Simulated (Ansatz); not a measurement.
BeHI (SMILES [BeH][I]), charge 0, multiplicity 1, relaxed at each level with Ansatz (a first-principles code); harmonic frequencies from differences of analytic forces, average atomic masses, frozen cores. Elements past Kr take the def2 small-core potentials, without spin–orbit coupling.

Give the equilibrium geometry, the harmonic frequencies and the zero-point energy at PBE/def2-TZVPP.


(charge 0, multiplicity 1):
```json
[
 {"atom": "Be", "x (Å)": "0.0000", "y (Å)": "0.0000", "z (Å)": "-1.9578"},
 {"atom": "H", "x (Å)": "0.0000", "y (Å)": "0.0000", "z (Å)": "-3.2953"},
 {"atom": "I", "x (Å)": "0.0000", "y (Å)": "0.0000", "z (Å)": "0.2166"}
]
```
Frequencies (cm⁻¹): 482, 482, 592, 2120. Zero-point energy 5.26 kcal/mol.

Give the equilibrium geometry, the harmonic frequencies and the zero-point energy at CCSD(T)/def2-TZVPP.


(charge 0, multiplicity 1):
```xyz
3

Be     0.00000     0.00000    -1.96692
H      0.00000     0.00000    -3.29588
I      0.00000     0.00000     0.22627
```
Frequencies (cm⁻¹): 499, 499, 592, 2170. Zero-point energy 5.37 kcal/mol.
